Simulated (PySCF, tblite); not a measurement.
Isomers of C3H6NSi2 (doublet state), one GFN2-xTB conformer each. Single-point energies are computed at B3LYP/pcH-1 (PySCF, gas phase, no added dispersion term), electronic only. GFN2-xTB treats the open shell by occupation alone, and not every SCF solution was tested for stability.

| SMILES | GFN2-xTB relative energy (kJ/mol) |
| --- | --- |
| N#CC1[SiH2][CH][SiH2]1 | 45.8 |
| N#C[C]1[SiH2]C[SiH2]1 | 0.0 |
| N#C[C@@H]1[SiH]C[SiH2]1 | 6.6 |

Conformers: `[N:1]#[C:2][CH:3]1[SiH2:4][CH:5][SiH2:6]1` (doublet state) with C2–C3–Si4–C5 -126°, C3–Si4–C5–Si6 8°, Si4–C5–Si6–C3 -8°, C2–C3–Si6–C5 126°.

Q: What does B3LYP/pcH-1 give for the same structures?

A: 
| SMILES | B3LYP/pcH-1 E (Eh) | B3LYP/pcH-1 (kJ/mol) | GFN2-xTB (kJ/mol) | point group |
| --- | --- | --- | --- | --- |
| N#C[C]1[SiH2]C[SiH2]1 | -751.64163 | 0.0 | 0.0 | C2v |
| N#C[C@@H]1[SiH]C[SiH2]1 | -751.63848 | 8.3 | 6.6 | – |
| N#CC1[SiH2][CH][SiH2]1 | -751.61902 | 59.4 | 45.8 | Cs |

Both levels put the same isomer lowest; measured from each level's own lowest isomer, the values differ by up to 13.6 kJ/mol (N#CC1[SiH2][CH][SiH2]1: 45.8 against 59.4). Neighbours under 21 kJ/mol apart (N#C[C]1[SiH2]C[SiH2]1 and N#C[C@@H]1[SiH]C[SiH2]1) can change places with a better method, another conformer or zero-point energy.

Q: What happens when harmonic zero-point energies from GFN2-xTB frequencies are added?

A: 
| SMILES | ZPE (kJ/mol) | electronic (kJ/mol) | with ZPE (kJ/mol) |
| --- | --- | --- | --- |
| N#C[C]1[SiH2]C[SiH2]1 | 188.1 | 0.0 | 0.0 |
| N#C[C@@H]1[SiH]C[SiH2]1 | 197.1 | 8.3 | 17.3 |
| N#CC1[SiH2][CH][SiH2]1 | 185.7 | 59.4 | 56.9 |

The zero-point energies span 11.4 kJ/mol. The order is unchanged.

Q: As an exercise, what shares would exp(−E/RT) give at 2000 K from these electronic energies alone (no entropy, no degeneracies)?

A: RT = 16.629 kJ/mol: N#C[C]1[SiH2]C[SiH2]1 61.1 %, N#C[C@@H]1[SiH]C[SiH2]1 37.2 %, N#CC1[SiH2][CH][SiH2]1 1.7 %.
